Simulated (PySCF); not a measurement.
Worked example: chemical shift, span and skew from a shielding tensor

1-hydroxysilylpropan-2-one (C₃H₈O₂Si), SMILES O[SiH2]CC(C)=O. Atoms are numbered in the order given.

```xyz
14

C      2.5312     0.1155    -0.2444
C      1.1029     0.5219     0.0062
O      0.5805     1.4371    -0.6164
C      0.3172    -0.2685     1.0186
Si    -1.2436    -0.9537     0.1641
O     -2.0167     0.3489    -0.5068
H      2.5694    -0.9489    -0.5311
H      2.9709     0.7348    -1.0365
H      3.1195     0.2111     0.6832
H      0.9147    -1.0434     1.5239
H     -0.0712     0.4328     1.7787
H     -0.8138    -1.9723    -0.8454
H     -2.1313    -1.6071     1.1648
H     -1.3670     1.0436    -0.7315
```

Geometry optimised at r2SCAN-D4/def2-SVP. Other conformers were not sampled.

GIAO shieldings from PBE0/pcSseg-1 (PySCF), non-relativistic, no solvent. The symmetric part of the tensor of C4 has the principal values 129.3, 145.6, 175.6 ppm. The same nucleus in TMS has σ = 186.3 ppm at this level (PySCF, at its B3LYP-D3(BJ)/def2-TZVP geometry).

**Question.** Work out the isotropic shielding, the ¹³C shift against TMS, the span and the skew.

**Answer.** 
σ(iso) = (σ11 + σ22 + σ33)/3 = 150.2 ppm. δ = σ(ref) − σ(iso) = 186.3 − (150.2) = 36.1 ppm.
Span Ω = σ33 − σ11 = 46.3 ppm. Skew κ = 3(σ(iso) − σ22)/Ω = 0.30. Tumbling in solution averages the tensor to δ; in a static solid the shielding alone would spread this spin-1/2 line over Ω.
